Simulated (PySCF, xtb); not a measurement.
BF₄, SMILES F[B-](F)(F)F, charge -1.

Harmonic wavenumbers (cm⁻¹) from GFN2-xTB run with xtb 6.7.1 at its own minimum, in rising order: 308, 308, 450, 450, 450, 707, 989, 990, 990.

**Question.** What does B3LYP-D3(BJ)/def2-SVPD (PySCF) give at its own minimum? (The exact figures need the calculation; the answer reports its results.)

**Answer.** 339, 339, 502, 502, 502, 740, 1058, 1058, 1058. Paired by order, the mean absolute difference is 50 cm⁻¹ and the zero-point energies are 8.1 and 8.7 kcal/mol.
